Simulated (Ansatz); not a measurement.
Ansatz (a program for electronic structure) input (HF/3-21G): The .json file is the Basis Set Exchange's 3-21G.

Ansatz 0.2 input:
```yaml
crystal:
  periodic: [false, false, false]
  atoms:
    - {symbol: S, position_ang: [1.68261170, -0.89334179, 0.82992686]}
    - {symbol: Si, position_ang: [-0.09472213, 0.40035543, 0.42564063]}
    - {symbol: S, position_ang: [-1.77685263, -1.06639014, 0.29061166]}
    - {symbol: Cl, position_ang: [0.17495096, 1.52710585, -1.44500685]}
    - {symbol: H, position_ang: [2.66257934, -0.01018865, 0.53745651]}
    - {symbol: H, position_ang: [-2.80278098, -0.19987584, 0.14007497]}
basis:
  gaussian:
    orbitals: 3-21G.json
hamiltonian:
  xc: {name: HF}
magnetization: {spin_polarized: true, initial_magnetization: 1}
phonons: {temperatures: {t_min: 298.15, t_max: 298.15, t_step: 100}}
```

Output:

```
Functional definition: HF
integrals: 0.01 GiB planned
672 factors; integrals over basis functions are off by at most 1.2e-4 eV
mean field: 0.24 GiB planned
mean field evaluation 1: about -41822.7788 eV, gradient 1.4e1 eV
mean field evaluation 2: about -41822.7809 eV, gradient 1.4e1 eV
mean field evaluation 4: about -41824.6633 eV, gradient 1.5e0 eV
mean field evaluation 8: about -41824.7308 eV, gradient 7.3e-2 eV
mean field -41824.73091664 eV, -1537.0305113656 hartree, gradient 6.7e-5 eV, S^2 0.759705; 0 other end points of the search recorded, 0 dependent functions left out
the calculation of the forces begins
reference -41824.73091664 eV, -1537.0305113656 hartree; 33, 32 occupied and 23, 24 virtual orbitals, 672 factors
these checks for a lower state are left out or cut short: stability, starts, cluster_reference, orbital_swaps, neighbouring_geometries, increment
integrals: 0.01 GiB planned
672 factors; integrals over basis functions are off by at most 1.2e-4 eV
mean field: 0.24 GiB planned
mean field evaluation 16: about -41824.7309 eV, gradient 9.6e-6 eV
mean field -41824.73085354 eV, -1537.0305090468 hartree, gradient 2.8e-6 eV, S^2 0.759745; 0 other end points of the search recorded, 0 dependent functions left out
the calculation of the forces begins
reference -41824.73085354 eV, -1537.0305090468 hartree; 33, 32 occupied and 23, 24 virtual orbitals, 672 factors
these checks for a lower state are left out or cut short: stability, starts, cluster_reference, orbital_swaps, neighbouring_geometries, increment
integrals: 0.01 GiB planned
672 factors; integrals over basis functions are off by at most 1.2e-4 eV
mean field: 0.24 GiB planned
mean field -41824.73084711 eV, -1537.0305088105 hartree, gradient 2.8e-6 eV, S^2 0.759665; 0 other end points of the search recorded, 0 dependent functions left out
the calculation of the forces begins
reference -41824.73084711 eV, -1537.0305088105 hartree; 33, 32 occupied and 23, 24 virtual orbitals, 672 factors
these checks for a lower state are left out or cut short: stability, starts, cluster_reference, orbital_swaps, neighbouring_geometries, increment
integrals: 0.01 GiB planned
672 factors; integrals over basis functions are off by at most 1.2e-4 eV
mean field: 0.24 GiB planned
mean field evaluation 32: about -41824.7309 eV, gradient 2.7e-6 eV
mean field -41824.73085990 eV, -1537.0305092807 hartree, gradient 2.8e-6 eV, S^2 0.759679; 0 other end points of the search recorded, 0 dependent functions left out
the calculation of the forces begins
reference -41824.73085990 eV, -1537.0305092807 hartree; 33, 32 occupied and 23, 24 virtual orbitals, 672 factors
these checks for a lower state are left out or cut short: stability, starts, cluster_reference, orbital_swaps, neighbouring_geometries, increment
integrals: 0.01 GiB planned
672 factors; integrals over basis functions are off by at most 1.2e-4 eV
mean field: 0.24 GiB planned
mean field -41824.73086673 eV, -1537.0305095315 hartree, gradient 2.8e-6 eV, S^2 0.759732; 0 other end points of the search recorded, 0 dependent functions left out
the calculation of the forces begins
reference -41824.73086673 eV, -1537.0305095315 hartree; 33, 32 occupied and 23, 24 virtual orbitals, 672 factors
these checks for a lower state are left out or cut short: stability, starts, cluster_reference, orbital_swaps, neighbouring_geometries, increment
integrals: 0.01 GiB planned
672 factors; integrals over basis functions are off by at most 1.2e-4 eV
mean field: 0.24 GiB planned
mean field -41824.73090846 eV, -1537.0305110649 hartree, gradient 2.8e-6 eV, S^2 0.759712; 0 other end points of the search recorded, 0 dependent functions left out
the calculation of the forces begins
reference -41824.73090846 eV, -1537.0305110649 hartree; 33, 32 occupied and 23, 24 virtual orbitals, 672 factors
these checks for a lower state are left out or cut short: stability, starts, cluster_reference, orbital_swaps, neighbouring_geometries, increment
integrals: 0.01 GiB planned
672 factors; integrals over basis functions are off by at most 1.2e-4 eV
mean field: 0.24 GiB planned
mean field -41824.73090780 eV, -1537.0305110407 hartree, gradient 2.8e-6 eV, S^2 0.759698; 0 other end points of the search recorded, 0 dependent functions left out
the calculation of the forces begins
reference -41824.73090780 eV, -1537.0305110407 hartree; 33, 32 occupied and 23, 24 virtual orbitals, 672 factors
these checks for a lower state are left out or cut short: stability, starts, cluster_reference, orbital_swaps, neighbouring_geometries, increment
integrals: 0.01 GiB planned
672 factors; integrals over basis functions are off by at most 1.2e-4 eV
mean field: 0.24 GiB planned
mean field -41824.73086047 eV, -1537.0305093016 hartree, gradient 2.8e-6 eV, S^2 0.759704; 0 other end points of the search recorded, 0 dependent functions left out
[...]
mean field: 0.24 GiB planned
mean field -41824.73088711 eV, -1537.0305102805 hartree, gradient 2.8e-6 eV, S^2 0.759743; 0 other end points of the search recorded, 0 dependent functions left out
the calculation of the forces begins
reference -41824.73088711 eV, -1537.0305102805 hartree; 33, 32 occupied and 23, 24 virtual orbitals, 672 factors
these checks for a lower state are left out or cut short: stability, starts, cluster_reference, orbital_swaps, neighbouring_geometries, increment
integrals: 0.01 GiB planned
672 factors; integrals over basis functions are off by at most 1.2e-4 eV
mean field: 0.24 GiB planned
mean field -41824.73086902 eV, -1537.0305096155 hartree, gradient 2.8e-6 eV, S^2 0.759707; 0 other end points of the search recorded, 0 dependent functions left out
the calculation of the forces begins
reference -41824.73086902 eV, -1537.0305096155 hartree; 33, 32 occupied and 23, 24 virtual orbitals, 672 factors
these checks for a lower state are left out or cut short: stability, starts, cluster_reference, orbital_swaps, neighbouring_geometries, increment
integrals: 0.01 GiB planned
672 factors; integrals over basis functions are off by at most 1.2e-4 eV
mean field: 0.24 GiB planned
mean field evaluation 192: about -41824.7309 eV, gradient 1.1e-4 eV
mean field -41824.73087184 eV, -1537.0305097193 hartree, gradient 2.8e-6 eV, S^2 0.759703; 0 other end points of the search recorded, 0 dependent functions left out
the calculation of the forces begins
reference -41824.73087184 eV, -1537.0305097193 hartree; 33, 32 occupied and 23, 24 virtual orbitals, 672 factors
these checks for a lower state are left out or cut short: stability, starts, cluster_reference, orbital_swaps, neighbouring_geometries, increment
integrals: 0.01 GiB planned
672 factors; integrals over basis functions are off by at most 1.2e-4 eV
mean field: 0.24 GiB planned
mean field -41824.73088106 eV, -1537.0305100580 hartree, gradient 2.8e-6 eV, S^2 0.759702; 0 other end points of the search recorded, 0 dependent functions left out
the calculation of the forces begins
reference -41824.73088106 eV, -1537.0305100580 hartree; 33, 32 occupied and 23, 24 virtual orbitals, 672 factors
these checks for a lower state are left out or cut short: stability, starts, cluster_reference, orbital_swaps, neighbouring_geometries, increment
integrals: 0.01 GiB planned
672 factors; integrals over basis functions are off by at most 1.2e-4 eV
mean field: 0.24 GiB planned
mean field -41824.73088059 eV, -1537.0305100408 hartree, gradient 2.8e-6 eV, S^2 0.759708; 0 other end points of the search recorded, 0 dependent functions left out
the calculation of the forces begins
reference -41824.73088059 eV, -1537.0305100408 hartree; 33, 32 occupied and 23, 24 virtual orbitals, 672 factors
these checks for a lower state are left out or cut short: stability, starts, cluster_reference, orbital_swaps, neighbouring_geometries, increment
integrals: 0.01 GiB planned
672 factors; integrals over basis functions are off by at most 1.2e-4 eV
mean field: 0.24 GiB planned
mean field -41824.73091246 eV, -1537.0305112122 hartree, gradient 2.8e-6 eV, S^2 0.759702; 0 other end points of the search recorded, 0 dependent functions left out
the calculation of the forces begins
reference -41824.73091246 eV, -1537.0305112122 hartree; 33, 32 occupied and 23, 24 virtual orbitals, 672 factors
these checks for a lower state are left out or cut short: stability, starts, cluster_reference, orbital_swaps, neighbouring_geometries, increment
integrals: 0.01 GiB planned
672 factors; integrals over basis functions are off by at most 1.2e-4 eV
mean field: 0.24 GiB planned
mean field -41824.73091241 eV, -1537.0305112102 hartree, gradient 2.8e-6 eV, S^2 0.759708; 0 other end points of the search recorded, 0 dependent functions left out
the calculation of the forces begins
reference -41824.73091241 eV, -1537.0305112102 hartree; 33, 32 occupied and 23, 24 virtual orbitals, 672 factors
these checks for a lower state are left out or cut short: stability, starts, cluster_reference, orbital_swaps, neighbouring_geometries, increment
integrals: 0.01 GiB planned
672 factors; integrals over basis functions are off by at most 1.2e-4 eV
mean field: 0.24 GiB planned
mean field evaluation 224: about -41824.7281 eV, gradient 4.7e-5 eV
mean field -41824.73086789 eV, -1537.0305095743 hartree, gradient 2.8e-6 eV, S^2 0.759706; 0 other end points of the search recorded, 0 dependent functions left out
the calculation of the forces begins
reference -41824.73086789 eV, -1537.0305095743 hartree; 33, 32 occupied and 23, 24 virtual orbitals, 672 factors
these checks for a lower state are left out or cut short: stability, starts, cluster_reference, orbital_swaps, neighbouring_geometries, increment
integrals: 0.01 GiB planned
672 factors; integrals over basis functions are off by at most 1.2e-4 eV
mean field: 0.24 GiB planned
mean field -41824.73086608 eV, -1537.0305095078 hartree, gradient 2.8e-6 eV, S^2 0.759704; 0 other end points of the search recorded, 0 dependent functions left out
the calculation of the forces begins
reference -41824.73086608 eV, -1537.0305095078 hartree; 33, 32 occupied and 23, 24 virtual orbitals, 672 factors
these checks for a lower state are left out or cut short: stability, starts, cluster_reference, orbital_swaps, neighbouring_geometries, increment
integrals: 0.01 GiB planned
672 factors; integrals over basis functions are off by at most 1.2e-4 eV
mean field: 0.24 GiB planned
mean field -41824.73088237 eV, -1537.0305101062 hartree, gradient 2.8e-6 eV, S^2 0.759703; 0 other end points of the search recorded, 0 dependent functions left out
the calculation of the forces begins
reference -41824.73088237 eV, -1537.0305101062 hartree; 33, 32 occupied and 23, 24 virtual orbitals, 672 factors
these checks for a lower state are left out or cut short: stability, starts, cluster_reference, orbital_swaps, neighbouring_geometries, increment
integrals: 0.01 GiB planned
672 factors; integrals over basis functions are off by at most 1.2e-4 eV
mean field: 0.24 GiB planned
mean field -41824.73088042 eV, -1537.0305100346 hartree, gradient 2.8e-6 eV, S^2 0.759707; 0 other end points of the search recorded, 0 dependent functions left out
the calculation of the forces begins
reference -41824.73088042 eV, -1537.0305100346 hartree; 33, 32 occupied and 23, 24 virtual orbitals, 672 factors
these checks for a lower state are left out or cut short: stability, starts, cluster_reference, orbital_swaps, neighbouring_geometries, increment
integrals: 0.01 GiB planned
672 factors; integrals over basis functions are off by at most 1.2e-4 eV
mean field: 0.24 GiB planned
mean field evaluation 256: about -41824.7309 eV, gradient 2.7e-6 eV
mean field -41824.73091511 eV, -1537.0305113096 hartree, gradient 2.8e-6 eV, S^2 0.759701; 0 other end points of the search recorded, 0 dependent functions left out
the calculation of the forces begins
reference -41824.73091511 eV, -1537.0305113096 hartree; 33, 32 occupied and 23, 24 virtual orbitals, 672 factors
these checks for a lower state are left out or cut short: stability, starts, cluster_reference, orbital_swaps, neighbouring_geometries, increment
integrals: 0.01 GiB planned
672 factors; integrals over basis functions are off by at most 1.2e-4 eV
mean field: 0.24 GiB planned
mean field -41824.73091551 eV, -1537.0305113240 hartree, gradient 2.8e-6 eV, S^2 0.759709; 0 other end points of the search recorded, 0 dependent functions left out
the calculation of the forces begins
reference -41824.73091551 eV, -1537.0305113240 hartree; 33, 32 occupied and 23, 24 virtual orbitals, 672 factors
Total energy: -41824.73091664 eV, -1537.0305113656 hartree
Atom 0 at     1.682612    -0.893342     0.829927 Å, force     0.001298    -0.001337     0.000146 eV/Å
Atom 1 at    -0.094722     0.400355     0.425641 Å, force    -0.000497     0.002914    -0.001043 eV/Å
Atom 2 at    -1.776853    -1.066390     0.290612 Å, force    -0.000455    -0.001305     0.000036 eV/Å
Atom 3 at     0.174951     1.527106    -1.445007 Å, force    -0.000151    -0.000715     0.000945 eV/Å
Atom 4 at     2.662579    -0.010189     0.537457 Å, force    -0.000604     0.000073     0.000000 eV/Å
Atom 5 at    -2.802781    -0.199876     0.140075 Å, force     0.000410     0.000370    -0.000085 eV/Å
Dipole moment:    -0.096227     0.406499     0.394561 e Å
Vibrations: 58.63 135.19 156.24 199.20 216.98 384.39 487.14 489.17 801.23 868.61 2639.71 2642.16 cm⁻¹, zero-point energy 0.562804 eV
```

The blocks after the first are displaced geometries, from whose forces the wavenumbers follow.
